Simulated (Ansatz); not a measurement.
`O=C(/C=C/O)C(F)(F)F`. The species carries charge 0 and has multiplicity 1.

```xyz
12

O    -1.607    1.105   -0.149
C    -0.852    0.169   -0.228
C     0.527    0.127    0.227
C     1.059    1.219    0.799
O     2.293    1.348    1.266
C    -1.347   -1.149   -0.873
F    -0.588   -1.459   -1.935
F    -1.241   -2.161    0.001
F    -2.602   -1.067   -1.267
H     1.100   -0.784    0.096
H     0.471    2.122    0.921
H     2.788    0.529    1.142
```

List the harmonic frequencies (cm⁻¹, unscaled) at PBE0-D4/def2-TZVP in Ansatz. (Estimate.)

The calculation gave: 30, 88, 128, 214, 265, 265, 338, 407, 476, 523, 579, 588, 737, 769, 851, 887, 1032, 1081, 1168, 1172, 1235, 1301, 1335, 1371, 1427, 1684, 1818, 3198, 3216, 3810.

Is this a minimum?

Yes, all 30 modes are real.

Give the ideal-gas thermochemistry at 298.15 K and 1 bar (rigid rotor, harmonic oscillator; point group Cs, symmetry number 1).

Zero-point energy 191.4 kJ/mol; H(298) − E = 216.3 kJ/mol; entropy 390.7 J/(mol·K), of which translation 170.5, rotation 122.5, vibration 97.8; G(298) − E = 99.8 kJ/mol. Modes under 100 cm⁻¹ are hindered rotations or soft bends, so the harmonic entropy is rough.
